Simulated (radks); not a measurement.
Results of a calculation; reference values are marked as such.
Mn, configuration [Ar] 3d4.5 4s1.5 4p1 (fractional occupations, a model configuration).

Code: a radial shooting solver on a logarithmic mesh with Libxc functionals. Model: scalar-relativistic Kohn-Sham, LDA (Slater exchange, Perdew-Wang correlation), spin-polarised, spherical densities, finite nucleus; open shells are filled with parallel spins first; Fermi nuclear charge, rms radius 3.7057 fm.

Energy parts (eV):
| part | energy |
|---|---|
| total | -31460.017 |
| kinetic | 31792.474 |
| electron-nucleus | -75079.074 |
| Hartree | 13181.532 |
| exchange-correlation | -1354.948 |

Orbitals (lengths in bohr, moments of r in powers of bohr):
| orbital | occ. | eigenvalue (eV) | <1/r> |
|---|---|---|---|
| 1s up | 1 | -6417.896 | 24.88 |
| 1s down | 1 | -6417.836 | 24.88 |
| 2s up | 1 | -746.8330 | 5.287 |
| 2s down | 1 | -744.6632 | 5.296 |
| 2p up | 3 | -634.1378 | 5.193 |
| 2p down | 3 | -632.4440 | 5.202 |
| 3s up | 1 | -91.0415 | 1.669 |
| 3s down | 1 | -86.2746 | 1.660 |
| 3p up | 3 | -60.0055 | 1.534 |
| 3p down | 3 | -55.3400 | 1.524 |
| 3d up | 4.5 | -12.0041 | 1.180 |
| 3d down | 0 | -7.6968 | 1.139 |
| 4s up | 1 | -7.3585 | 0.4623 |
| 4s down | 0.5 | -5.4692 | 0.4279 |
| 4p up | 1 | -2.8402 | 0.3426 |
| 4p down | 0 | -1.6411 | 0.2934 |

The highest occupied level is 4p up at -2.840 eV. The configuration is held as typed, so some empty levels lie below it. The spin density at the nucleus is 2.817 e/bohr^3 (1s -0.061, 2s -2.011, 3s 0.931, 4s 3.959). Spin moment in Bohr magnetons: 6.
